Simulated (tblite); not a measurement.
Method: GFN2-xTB as coded in tblite; computed harmonic values from a numerical Hessian at the method's own geometry, unscaled. Against measured fundamentals such values can be off by several per cent, at times by over 20. Modes of hydrogen on silicon can be 10 to 20 % off. One conformer each. Thermal functions are those of the rigid rotor and harmonic oscillator, without mixing of conformers.

Question: Order these by their zero-point energy, highest first (kJ/mol).
A. `C(=C)C/C(=N\[SiH3])[C@H](O)C`
B. `C(F)(F)[SiH2]OC`
C. `CC[C@H](CCl)[SiH2]F`
D. `CC[SiH2][C@H](Cl)CF`
E. `ClC[C@@H](Cl)[C@@H]1C[SiH2]1`

Answer: A (454.1), C (343.3), D (338.9), E (278.0), B (206.6).

```json
{"SMILES": "C=CC/C(=N\\[SiH3])[C@@H](C)O", "atoms": "22", "mass (u)": "143.08", "symmetry number": "1", "modes under 300 cm⁻¹": "10", "ZPE (kJ/mol)": "454.1", "S translation (J/(mol K))": "170.8", "S rotation": "125.4", "S vibration": "166.9", "S": "463.1", "Cp": "193.9"}
{"SMILES": "CC[C@H](CCl)[SiH2]F", "atoms": "17", "mass (u)": "140.02", "symmetry number": "1", "modes under 300 cm⁻¹": "8", "ZPE (kJ/mol)": "343.3", "S translation (J/(mol K))": "170.5", "S rotation": "123.3", "S vibration": "121.6", "S": "415.4", "Cp": "151.0"}
{"SMILES": "CC[SiH2][C@H](Cl)CF", "atoms": "17", "mass (u)": "140.02", "symmetry number": "1", "modes under 300 cm⁻¹": "8", "ZPE (kJ/mol)": "338.9", "S translation (J/(mol K))": "170.5", "S rotation": "123.8", "S vibration": "130.9", "S": "425.2", "Cp": "154.4"}
{"SMILES": "ClC[C@@H](Cl)[C@@H]1C[SiH2]1", "atoms": "15", "mass (u)": "153.98", "symmetry number": "1", "modes under 300 cm⁻¹": "6", "ZPE (kJ/mol)": "278.0", "S translation (J/(mol K))": "171.7", "S rotation": "125.0", "S vibration": "101.0", "S": "397.8", "Cp": "144.7"}
{"SMILES": "CO[SiH2]C(F)F", "atoms": "12", "mass (u)": "112.02", "symmetry number": "1", "modes under 300 cm⁻¹": "7", "ZPE (kJ/mol)": "206.6", "S translation (J/(mol K))": "167.7", "S rotation": "115.8", "S vibration": "101.4", "S": "384.9", "Cp": "124.1"}
```

Entropies and Cp are for 298.15 K and 1 bar.
